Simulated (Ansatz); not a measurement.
A geometry relaxed with Ansatz (a quantum-chemistry and plane-wave program) with PBE0-D4/def2-TZVP, charge 0, multiplicity 1:

```xyz
13

H      1.7513    -2.1349     0.0145
C     -0.0233     2.1576     0.1726
H      2.5631    -0.7029     0.6835
In     0.0009     0.0012    -0.0024
H     -2.7215    -0.4351    -0.1746
C      1.8852    -1.0582    -0.0955
H      2.3649    -0.8672    -1.0592
H      0.9761     2.5844     0.0821
H     -0.4362     2.4439     1.1435
H     -1.9778    -1.6887     0.8328
C     -1.8611    -1.0983    -0.0799
H     -0.6652     2.5933    -0.5964
H     -1.8564    -1.7951    -0.9210
```

Question: Write the SMILES of this molecule.

Answer: `[CH3][In]([CH3])[CH3]`
